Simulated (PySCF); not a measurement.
C4H6Se.
Z-matrix (Å and degrees, PBE0-D3(BJ)/def2-SVP geometry), rows numbered from 1:
```
C 
C   1  1.3343
C   2  1.4948  1  119.01
Se  3  1.9645  2  105.76  1    -0.40
C   1  1.4948  2  119.13  3    -0.06
H   1  1.0949  2  121.83  3  -179.97
H   2  1.0950  1  121.89  3   179.97
H   3  1.1021  2  111.88  1   119.16
H   3  1.1020  2  111.92  1  -119.89
H   5  1.1021  1  111.87  2  -119.02
H   5  1.1020  1  111.96  2   120.01
```

Computed, not measured: core-valence-separated Tamm–Dancoff BHandHLYP/aug-pcX-1 (pcseg-1 on H, def2-SVPD on Se) in PySCF, non-relativistic, gas phase, PBE0-D3(BJ)/def2-SVP geometry. BHandHLYP without relativity tends to put these K edges a few eV too low, so spacings mean more than positions.

Question: List the carbon K-edge absorption lines.

Answer: 
```tsv
E (eV)	f	core hole on	main final orbital
282.94	0.1238	C1/C2	LUMO+3 (2 roots, f summed)
284.83	0.1051	C3/C5	spread (2 roots, f summed)
285.95	0.0341	C1/C2	LUMO+1 (2 roots, f summed)
286.43	0.0326	C3/C5	LUMO+1 (2 roots, f summed)
286.48	0.0075	C1/C2	LUMO (2 roots, f summed)
286.50	0.0072	C3/C5	LUMO+3 (2 roots, f summed)
287.11	0.0093	C1/C2	LUMO+4 (2 roots, f summed)
287.13	0.0052	C3/C5	spread (3 roots, f summed)
287.16	0.0603	C3/C5	LUMO+6 (42 %)
```

The first line with a tenth or more of the strongest one's intensity is at 282.94 eV (f = 0.124, sum of 2), with the hole on C1/C2 (alkene CH carbon). It is also the strongest listed.

Roots within 0.03 eV whose holes lie on the same, on equivalent or on shared atoms are summed into one line, and the highest roots are left out, as the search may have cut off their partners. Final orbitals are the ground state's empty Kohn–Sham orbitals.

Question: What is the summed oscillator strength of the listed C K lines, and their intensity-weighted mean energy?

Answer: Σf = 0.385 over 9 lines from 282.94 to 287.16 eV; the weighted mean is 284.97 eV. The strongest line holds 32 % of the sum.

The ionisation thresholds weren't computed; near and above them a finite basis only mimics Rydberg series and continuum. The BHandHLYP/aug-pcX-1 (pcseg-1 on H, def2-SVPD on Se) calculation is non-relativistic and has no spin–orbit coupling, an omission that weighs most on selenium.

Time: 13 s; peak memory 0.81 GiB. Hardware: Intel Xeon Platinum 8488C, one thread, no GPU, on a shared host.
